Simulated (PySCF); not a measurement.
**Sn (tin, neutral): r2SCAN calculation**

Configuration: [Kr] 4d10 5s2 5p1 6s1, high-spin 3P determinant (an excited configuration). Calculation: PySCF 2.14, in aug-cc-pVQZ-PP with one added diffuse shell each of s, p, d, f, g type with ECP28MDF (8s8p6d4f3g, 117 functions); scalar relativity through the core potential.

```
Total energy                                                  : -214.1712 hartree
One-electron energy                                           : -373.2280 hartree
Hartree (Coulomb) energy                                      : 177.0084 hartree
Exchange-correlation energy                                   : -17.9516 hartree
⟨S²⟩                                                          : 2.0046
⟨L²⟩                                                          : 2.085
Sum of ⟨r⟩                                                    : 32.68 bohr
Sum of ⟨r²⟩                                                   : 98.14 bohr²
Traceless quadrupole moment −½Σ⟨3z² − r²⟩ along its main axis : 1.06 e·bohr²
Time after the integrals                                      : about 5 core-seconds
```

```json
{"shell": "4s α", "electrons": "1", "mean orbital energy (eV)": "-141.02", "spread (eV)": "0", "rms radius, mean of both spins (bohr)": "0.876"}
{"shell": "4s β", "electrons": "1", "mean orbital energy (eV)": "-140.96", "spread (eV)": "0", "rms radius, mean of both spins (bohr)": "0.876"}
{"shell": "4p α", "electrons": "3", "mean orbital energy (eV)": "-95.807", "spread (eV)": "0.377", "rms radius, mean of both spins (bohr)": "0.952"}
{"shell": "4p β", "electrons": "3", "mean orbital energy (eV)": "-95.761", "spread (eV)": "0.474", "rms radius, mean of both spins (bohr)": "0.952"}
{"shell": "4d α", "electrons": "5", "mean orbital energy (eV)": "-30.112", "spread (eV)": "0.389", "rms radius, mean of both spins (bohr)": "1.19"}
{"shell": "4d β", "electrons": "5", "mean orbital energy (eV)": "-29.993", "spread (eV)": "0.549", "rms radius, mean of both spins (bohr)": "1.19"}
{"shell": "5s α", "electrons": "1", "mean orbital energy (eV)": "-14.273", "spread (eV)": "0", "rms radius, mean of both spins (bohr)": "2.47"}
{"shell": "5s β", "electrons": "1", "mean orbital energy (eV)": "-13.465", "spread (eV)": "0", "rms radius, mean of both spins (bohr)": "2.47"}
{"shell": "5p α", "electrons": "1", "mean orbital energy (eV)": "-6.931", "spread (eV)": "0", "rms radius, mean of both spins (bohr)": "3.20"}
{"shell": "6s α", "electrons": "1", "mean orbital energy (eV)": "-1.887", "spread (eV)": "0", "rms radius, mean of both spins (bohr)": "7.39"}
```

Energies and moments cover only the electrons outside the core potential. The outer electron is Rydberg-like, and this basis confines it to a smaller radius and binds it less than a complete one would.
